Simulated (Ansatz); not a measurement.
CrBr₂. Total charge 0; quintet. Geometry PBE-D4/def2-TZVP, basis def2-TZVP, Ansatz.

Cartesian coordinates in Å:
```
Cr 0.000 0.000 0.000
Br -2.048 0.564 -0.949
Br 2.048 -0.564 0.949
```

```
run  HOMO (eV)  LUMO (eV)
  A      -9.96      -2.26
  B      -6.94      -5.32
  C      -7.22      -5.02
  D      -7.28      -4.82
  E      -7.91      -4.54
  F      -9.00      -3.41
```

B3LYP takes the VWN-RPA correlation. HSE06 is defined as in plane-wave codes, on full-range PBE exchange.

HOMO and LUMO are taken over both spins.

**Question.** The runs used B3LYP, CAM-B3LYP, HSE06, r2SCAN0, r2SCANh, ωB97X-V. Estimate which is which.

**Answer.** A ωB97X-V (range-separated); B r2SCANh (10 % exact exchange); C HSE06 (range-separated); D B3LYP (20 % exact exchange); E r2SCAN0 (25 % exact exchange); F CAM-B3LYP (range-separated). Exact exchange lowers occupied and raises empty levels; among semilocal functionals meta-GGAs tend to open the gap a little, and such runs are hard to tell apart. The gap grows from 1.63 eV (r2SCANh) to 7.70 eV (ωB97X-V).
